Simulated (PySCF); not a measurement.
Level of theory: PySCF 2.14.0 with PBE-D3(BJ)/def2-TZVP // BP86-D3(BJ)/def2-SVP. All species are isolated molecules in the gas phase. 

Reference species: [Ti(Cl)4] (neutral, multiplicity 1).

```yaml
charge on the central atom (Mulliken): 0.96 e
HOMO: -8.26 eV
```

Changed species: [Ti(Cl)(Br)3] (3 of 4 Cl replaced by Br; the reference has 0 of 4 Cl replaced by Br).

Q: What does the change do to the charge on the central atom (Mulliken) and HOMO?

A: the charge on the central atom (Mulliken) drops by 0.09 e, to 0.87 e; the HOMO goes up by 0.70 eV, to -7.56 eV.
